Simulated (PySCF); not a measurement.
# Working out the ionisation energy of Ga

Ga [Ar] 3d10 4s2 4p1 (2P) → Ga+ [Ar] 3d10 4s2 (1S). Calculation: PySCF 2.14, in pcseg-2 (6s5p3d1f, 43 functions); no relativity, point nucleus. Frozen: [Ar] 3d10. Energies in hartree (1 hartree = 27.21139 eV):

| part | Ga (lower) | Ga+ (upper) |
| --- | --- | --- |
| UHF | -1923.232396 | -1923.027264 |
| CCSD correlation | -0.046765 | -0.036824 |
| (T) | -0.000846 | 0.000000 |

Question: What does Hartree-Fock give?

Answer: (-1923.027264) − (-1923.232396) = 0.205132 hartree = 5.582 eV.

Question: What do CCSD and CCSD(T) give?

Answer: The CCSD correlation energies differ by 0.009941 hartree = 0.271 eV and the triples by 0.000846 hartree = 0.023 eV, so CCSD gives 5.853 eV and CCSD(T) 5.876 eV.

Measured between the centres of the two terms (NIST): 5.931 eV, so CCSD(T) (valence) is off by -0.055 eV.

The calculation is non-relativistic.

What remains against the reference includes basis incompleteness, the frozen core and higher excitations.
